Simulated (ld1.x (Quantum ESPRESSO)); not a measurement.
# PBE PAW dataset for Hf (Z = 72), fully relativistic all-electron reference.

- Element: hafnium
- Generator: ld1.x (Quantum ESPRESSO) 7.5
- Type: PAW
- Functional: PBE
- Relativity: fully relativistic
- Frozen core: [Xe] 4f14
- Valence charge: 4
- Reference configuration: 5d2 6s2 6p0
- Partial waves: 6s (bound): rcut 2.35, rcutus 2.90 bohr; 6s channel at 1.05 Ry: rcut 2.35, rcutus 2.90 bohr; 6p (bound, empty): rcut 2.85, rcutus 3.90 bohr; 6p channel at 4.2 Ry: rcut 2.85, rcutus 3.90 bohr; 5d (bound): rcut 2.10, rcutus 2.75 bohr; 5d channel at 3.5 Ry: rcut 2.10, rcutus 2.75 bohr
- Local potential: all-electron potential smoothed inside 3.50 bohr (lloc = -1)
- Core correction: Bessel-smoothed model core inside 2.85 bohr
- Augmentation charge: BESSEL, radius 1.65 bohr

Open shells are filled in proportion to 2j + 1 (rel_dist='average').

All-electron outer shells of the reference configuration (PBE, scalar-relativistic, ld1.x):

```tsv
shell	level (eV)	outermost node (bohr)	outermost maximum (bohr)
5p	-35.57	0.60	1.16
4f	-16.83	–	0.45
6s	-5.11	1.37	2.89
5d	-2.69	0.67	1.69
6p	-1.40	1.66	4.05
```

Problem. Does the generator finish with these settings?

Solution. Yes, a potential is produced and its reference levels are reproduced.

Problem. Tests: 5d2 6s1 6p0; 5d2 6s0 6p0; 5d1 6s0 6p0; 5d2 6s0 6p1; 5d3 6s0 6p0; 5d1 6s2 6p0; 5d2.5 6s1.5 6p0. Which has the largest error in its energy relative to the reference configuration, and how large is it?

Solution. 5d1 6s0 6p0, with -327 meV (all-electron minus pseudo) on +43.94 eV.

The ghost test of this file was not conclusive.
